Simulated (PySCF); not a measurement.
CH4Cl2GeO (SMILES C[O][GeH]([Cl])[Cl]), singlet, geometry from GFN2-xTB. Base run: CAMB3LYP/6-31G, polarisability (PySCF).

Input for PySCF:
```python
from pyscf import gto, scf, dft
from pyscf.prop import polarizability

mol = gto.Mole()
mol.atom = '''
    Ge    0.15907495    0.41291440   -0.04167399
    Cl    0.22219295   -0.43282184    1.89400469
    Cl    1.56885311   -0.43121389   -1.31456889
    O    -1.35158246   -0.05339538   -0.80762099
    C    -2.66393618   -0.00382681   -0.27481327
    H     0.29151601    1.92621803    0.04775761
    H    -3.29221889   -0.59940109   -0.93771149
    H    -3.03680065    1.02181116   -0.24970728
    H    -2.70440126   -0.42315764    0.73266782
'''
mol.basis = '6-31g'
mol.verbose = 4
mol.build()

mf = dft.RKS(mol)
mf.xc = 'camb3lyp'
mf.kernel()
alpha = mf.Polarizability().polarizability()[2, 2]
print('alpha_zz =', alpha)
```

Task: The base was run again with changes. Order these runs by alpha_zz (bohr³), lowest first: basis = 6-31G* | basis = STO-3G | basis = cc-pVDZ | functional = pbe0 | functional = lda,vwn.

Result: basis = STO-3G (alpha_zz (bohr³) 32.00), functional = pbe0 (alpha_zz (bohr³) 57.90), basis = cc-pVDZ (alpha_zz (bohr³) 59.79), basis = 6-31G* (alpha_zz (bohr³) 59.84), functional = lda,vwn (alpha_zz (bohr³) 61.24)

Finite-field rows take the second difference of the energy in a field along z; a small field with loose convergence shows SCF noise divided by the square of the field, and a large one adds hyperpolarisability.
